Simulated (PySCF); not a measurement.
SMILES C[CH]CC(C)O, doublet, GFN2-xTB optimised geometry.

```
17

C     -0.36     1.37     0.00
C      0.35     0.07     0.00
C     -0.35    -1.18    -0.33
C     -0.43    -1.44    -1.86
C     -1.29    -2.66    -2.17
O      0.89    -1.60    -2.32
H     -0.24     1.90    -0.96
H      0.05     2.04     0.76
H     -1.42     1.24     0.18
H      1.42     0.07     0.00
H      0.18    -2.04     0.10
H     -1.38    -1.16     0.05
H     -0.89    -0.55    -2.34
H     -1.34    -2.83    -3.24
H     -0.85    -3.54    -1.70
H     -2.30    -2.53    -1.79
H      0.87    -1.83    -3.26
```

Density from unrestricted B3LYP/def2-SVP (PySCF) at that geometry.

Minimum of the electron density along straight lines between bonded atoms, close to the bond critical point (lines longer than 1.1 times the sum of covalent radii, or with two minima, are not listed):

| bond | length / Å | ρ at the minimum / e bohr⁻³ | ∇²ρ there / e bohr⁻⁵ | position (fraction from the first atom) |
|---|---|---|---|---|
| C1–C2 | 1.479 | 0.264 | -0.63 | 0.50 |
| C2–C3 | 1.476 | 0.267 | -0.63 | 0.50 |
| C3–C4 | 1.552 | 0.238 | -0.54 | 0.49 |
| C4–C5 | 1.528 | 0.250 | -0.59 | 0.50 |
| C4–O6 | 1.412 | 0.260 | -0.47 | 0.35 |
| C1–H7 | 1.098 | 0.268 | -0.94 | 0.62 |
| C1–H8 | 1.091 | 0.274 | -0.99 | 0.62 |
| C1–H9 | 1.089 | 0.276 | -1.01 | 0.62 |
| C2–H10 | 1.076 | 0.284 | -1.07 | 0.63 |
| C3–H11 | 1.092 | 0.276 | -1.01 | 0.62 |
| C3–H12 | 1.093 | 0.275 | -0.99 | 0.62 |
| C4–H13 | 1.103 | 0.278 | -1.02 | 0.62 |
| C5–H14 | 1.090 | 0.275 | -0.99 | 0.62 |
| C5–H15 | 1.088 | 0.277 | -1.02 | 0.63 |
| C5–H16 | 1.086 | 0.277 | -1.02 | 0.62 |
| O6–H17 | 0.963 | 0.358 | -2.20 | 0.81 |
